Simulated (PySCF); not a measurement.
# O⁺ (oxygen, charge +1) across methods

[He] 2s2 2p3, high-spin 4S determinant. All numbers are calculated (PySCF 2.14, scalar relativity by spin-free X2C-1e, in aug-cc-pCVQZ-DK (9s8p6d4f2g, 109 functions)). The B2PLYP total includes its PT2 part (frozen core); its orbital energies are those of the SCF part.

```csv
method,E (hartree),mean ε 2s α (eV),mean ε 2s β (eV),mean ε 2p α (eV),Σ⟨r²⟩ (bohr²),⟨S²⟩
wB97X,-74.6266,-47.786,-40.433,-31.378,7.395,3.754
r2SCAN,-74.6111,-43.569,-35.740,-27.287,7.386,3.753
LDA,-74.0674,-41.217,-35.631,-26.435,7.507,3.752
UHF,-74.42838,-56.434,-41.711,-36.198,7.333,3.756
PBE,-74.5508,-41.575,-35.688,-26.358,7.477,3.752
M06,-74.6120,-45.244,-37.885,-28.853,7.367,3.753
PBE0,-74.5662,-45.445,-37.647,-28.967,7.418,3.752
```

(1) Estimate the same row for B2PLYP.

Results:

(1) E (hartree) = -74.6058; mean ε 2s α (eV) = -49.355; mean ε 2s β (eV) = -39.516; mean ε 2p α (eV) = -31.572; Σ⟨r²⟩ (bohr²) = 7.391; ⟨S²⟩ = 3.753.
